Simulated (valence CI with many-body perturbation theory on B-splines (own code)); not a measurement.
E1 transitions of Sm²⁹⁺

Calculated by valence CI with perturbative core correlation (CI+MBPT): five valence electrons over a frozen Dirac-Fock core [Ar] 3d10, a basis of 9 s, 9 p, 8 d, 6 f, 3 g, 1 h functions for each j, with the one-electron correlation potential Σ1 (screened to all orders), the two-electron term Σ2, the three-electron term Σ3, Breit, model QED; selected single and double excitations, second order for the rest (own B-spline code, finite nucleus).

The last digits are not significant, and no measured levels were compared; by estimate large intervals hold to a few tenths of a per cent, small ones and those within an open d or f shell to about a per cent. Among the levels kept, up to 260 cm⁻¹ of a level comes from second order outside the variational space, and about a tenth of that is noise between levels of different J, which matters for small intervals.

Lines 151 to 200 of 209 in falling wavelength, among levels below 1797100 cm⁻¹, chosen from the strongest by gf and those to the six lowest levels. Wavelengths and rates use the calculated energies. Electric multipoles are in the length gauge, E1 and E2 with the static RPA response of the core. Weak lines are less certain than strong ones. Lines between different terms over intervals too small for the method are left out, as are lines whose strength nearly cancels. The highest levels of a list are the least certain.

Levels are named by their leading jj configuration (3d3/2^4 stands for four electrons in 3d with j = 3/2), which in mixed levels can hold well under half, so a name can repeat and another be missing. Letters in brackets count levels of one name in rising energy.

| λ vac (Å) | Upper | Lower | A (s⁻¹) | S (a.u.) |
| --- | --- | --- | --- | --- |
| 95.60 | (4s^2 4p1/2 4p3/2 4d3/2) J=1/2 [b] | (4s^2 4p1/2 4p3/2^2) J=3/2 | 6.30e+10 | 5.43e-02 |
| 95.51 | (4s^2 4p1/2 4p3/2 4d5/2) J=5/2 [b] | (4s^2 4p1/2 4p3/2^2) J=3/2 | 2.51e+09 | 6.48e-03 |
| 94.93 | (4s^2 4p1/2 4p3/2 4d5/2) J=1/2 | (4s^2 4p1/2 4p3/2^2) J=1/2 | 3.68e+11 | 3.11e-01 |
| 94.41 | (4s^2 4p1/2 4p3/2 4d5/2) J=3/2 [a] | (4s^2 4p1/2 4p3/2^2) J=3/2 | 1.19e+11 | 1.98e-01 |
| 94.40 | (4s^2 4p3/2^2 4d5/2) J=1/2 | (4s^2 4p3/2^3) J=3/2 | 5.05e+11 | 4.19e-01 |
| 93.66 | (4s^2 4p1/2 4p3/2 4d5/2) J=5/2 [c] | (4s^2 4p1/2 4p3/2^2) J=5/2 | 1.14e+11 | 2.76e-01 |
| 93.48 | (4s^2 4p1/2 4p3/2 4d5/2) J=3/2 [b] | (4s^2 4p1/2 4p3/2^2) J=5/2 | 5.92e+07 | 9.55e-05 |
| 92.69 | (4s^2 4p3/2^2 4d5/2) J=3/2 | (4s^2 4p3/2^3) J=3/2 | 3.81e+11 | 5.98e-01 |
| 92.58 | (4s 4p1/2 4p3/2^3) J=3/2 [a] | (4s^2 4p1/2^2 4p3/2) J=3/2 | 1.04e+10 | 1.63e-02 |
| 90.84 | (4s^2 4p1/2 4p3/2 4d5/2) J=5/2 [c] | (4s^2 4p1/2 4p3/2^2) J=3/2 | 3.23e+11 | 7.18e-01 |
| 90.66 | (4s^2 4p1/2 4p3/2 4d5/2) J=3/2 [b] | (4s^2 4p1/2 4p3/2^2) J=3/2 | 6.13e+07 | 9.02e-05 |
| 90.65 | (4s^2 4p3/2^2 4d5/2) J=5/2 [b] | (4s^2 4p3/2^3) J=3/2 | 5.71e+11 | 1.26e+00 |
| 89.31 | (4s 4p1/2 4p3/2^3) J=5/2 | (4s^2 4p1/2^2 4p3/2) J=3/2 | 5.04e+06 | 1.06e-05 |
| 89.06 | (4s 4p3/2^4) J=1/2 | (4s^2 4p1/2 4p3/2^2) J=1/2 | 5.41e+10 | 3.77e-02 |
| 88.60 | (4s^2 4p1/2 4p3/2 4d5/2) J=1/2 | (4s^2 4p1/2 4p3/2^2) J=3/2 | 7.46e+08 | 5.12e-04 |
| 87.61 | (4s^2 4p1/2 4p3/2 4d3/2) J=3/2 [a] | (4s^2 4p1/2^2 4p3/2) J=3/2 | 1.83e+08 | 2.43e-04 |
| 87.54 | (4s^2 4p1/2 4p3/2 4d3/2) J=1/2 [a] | (4s^2 4p1/2^2 4p3/2) J=3/2 | 1.65e+10 | 1.09e-02 |
| 85.98 | (4s^2 4p1/2 4p3/2 4d3/2) J=5/2 | (4s^2 4p1/2^2 4p3/2) J=3/2 | 2.20e+09 | 4.13e-03 |
| 83.61 | (4s^2 4p3/2^2 4d3/2) J=1/2 | (4s^2 4p1/2 4p3/2^2) J=1/2 | 3.67e+08 | 2.12e-04 |
| 83.47 | (4s 4p3/2^4) J=1/2 | (4s^2 4p1/2 4p3/2^2) J=3/2 | 4.85e+10 | 2.78e-02 |
| 83.13 | (4s^2 4p3/2^2 4d3/2) J=3/2 [a] | (4s^2 4p1/2 4p3/2^2) J=1/2 | 4.43e+10 | 5.02e-02 |
| 82.85 | (4s 4p1/2 4p3/2^3) J=1/2 | (4s^2 4p1/2^2 4p3/2) J=3/2 | 5.00e+10 | 2.80e-02 |
| 81.46 | (4s^2 4p3/2^2 4d5/2) J=7/2 | (4s^2 4p1/2 4p3/2^2) J=5/2 | 1.85e+10 | 3.95e-02 |
| 81.17 | (4s 4p1/2 4p3/2^3) J=3/2 [b] | (4s^2 4p1/2^2 4p3/2) J=3/2 | 1.10e+11 | 1.16e-01 |
| 80.32 | (4s^2 4p3/2^2 4d3/2) J=3/2 [a] | (4s^2 4p1/2 4p3/2^2) J=5/2 | 1.33e+11 | 1.36e-01 |
| 79.96 | (4s^2 4p3/2^2 4d3/2) J=5/2 | (4s^2 4p1/2 4p3/2^2) J=5/2 | 3.32e+11 | 5.03e-01 |
| 79.10 | (4s^2 4p1/2 4p3/2 4d5/2) J=5/2 [a] | (4s^2 4p1/2^2 4p3/2) J=3/2 | 3.22e+11 | 4.72e-01 |
| 78.66 | (4s^2 4p3/2^2 4d3/2) J=1/2 | (4s^2 4p1/2 4p3/2^2) J=3/2 | 4.36e+11 | 2.09e-01 |
| 78.60 | (4s^2 4p3/2^2 4d3/2) J=3/2 [b] | (4s^2 4p1/2 4p3/2^2) J=1/2 | 4.93e+11 | 4.72e-01 |
| 78.59 | (4s^2 4p1/2 4p3/2 4d3/2) J=3/2 [b] | (4s^2 4p1/2^2 4p3/2) J=3/2 | 4.22e+11 | 4.04e-01 |
| 78.23 | (4s^2 4p3/2^2 4d3/2) J=3/2 [a] | (4s^2 4p1/2 4p3/2^2) J=3/2 | 4.45e+11 | 4.21e-01 |
| 78.17 | (4s^2 4p3/2^2 4d3/2) J=7/2 | (4s^2 4p1/2 4p3/2^2) J=5/2 | 6.44e+11 | 1.21e+00 |
| 77.89 | (4s^2 4p3/2^2 4d3/2) J=5/2 | (4s^2 4p1/2 4p3/2^2) J=3/2 | 2.51e+11 | 3.51e-01 |
| 76.80 | (4s^2 4p1/2 4p3/2 4d3/2) J=1/2 [b] | (4s^2 4p1/2^2 4p3/2) J=3/2 | 5.53e+11 | 2.47e-01 |
| 76.74 | (4s^2 4p1/2 4p3/2 4d5/2) J=5/2 [b] | (4s^2 4p1/2^2 4p3/2) J=3/2 | 2.88e+11 | 3.85e-01 |
| 76.09 | (4s^2 4p3/2^2 4d3/2) J=3/2 [b] | (4s^2 4p1/2 4p3/2^2) J=5/2 | 1.62e+06 | 1.41e-06 |
| 76.03 | (4s^2 4p1/2 4p3/2 4d5/2) J=3/2 [a] | (4s^2 4p1/2^2 4p3/2) J=3/2 | 1.78e+11 | 1.55e-01 |
| 75.74 | (4s^2 4p3/2^2 4d5/2) J=1/2 | (4s^2 4p1/2 4p3/2^2) J=1/2 | 6.91e+07 | 2.96e-05 |
| 75.65 | (4s^2 4p3/2^2 4d5/2) J=5/2 [a] | (4s^2 4p1/2 4p3/2^2) J=5/2 | 9.46e+08 | 1.21e-03 |
| 74.63 | (4s^2 4p3/2^2 4d5/2) J=3/2 | (4s^2 4p1/2 4p3/2^2) J=1/2 | 7.80e+10 | 6.40e-02 |
| 74.21 | (4s^2 4p3/2^2 4d3/2) J=3/2 [b] | (4s^2 4p1/2 4p3/2^2) J=3/2 | 1.46e+10 | 1.18e-02 |
| 73.80 | (4s^2 4p3/2^2 4d5/2) J=5/2 [a] | (4s^2 4p1/2 4p3/2^2) J=3/2 | 2.42e+07 | 2.87e-05 |
| 73.69 | (4s^2 4p1/2 4p3/2 4d5/2) J=5/2 [c] | (4s^2 4p1/2^2 4p3/2) J=3/2 | 1.04e+11 | 1.24e-01 |
| 73.58 | (4s^2 4p1/2 4p3/2 4d5/2) J=3/2 [b] | (4s^2 4p1/2^2 4p3/2) J=3/2 | 4.42e+10 | 3.48e-02 |
| 72.36 | (4s^2 4p3/2^2 4d5/2) J=3/2 | (4s^2 4p1/2 4p3/2^2) J=5/2 | 2.76e+09 | 2.06e-03 |
| 72.21 | (4s^2 4p1/2 4p3/2 4d5/2) J=1/2 | (4s^2 4p1/2^2 4p3/2) J=3/2 | 1.06e+10 | 3.95e-03 |
| 71.65 | (4s^2 4p3/2^2 4d5/2) J=1/2 | (4s^2 4p1/2 4p3/2^2) J=3/2 | 5.09e+10 | 1.85e-02 |
| 71.11 | (4s^2 4p3/2^2 4d5/2) J=5/2 [b] | (4s^2 4p1/2 4p3/2^2) J=5/2 | 1.47e+10 | 1.57e-02 |
| 70.66 | (4s^2 4p3/2^2 4d5/2) J=3/2 | (4s^2 4p1/2 4p3/2^2) J=3/2 | 2.13e+07 | 1.49e-05 |
| 69.47 | (4s^2 4p3/2^2 4d5/2) J=5/2 [b] | (4s^2 4p1/2 4p3/2^2) J=3/2 | 1.57e+10 | 1.56e-02 |
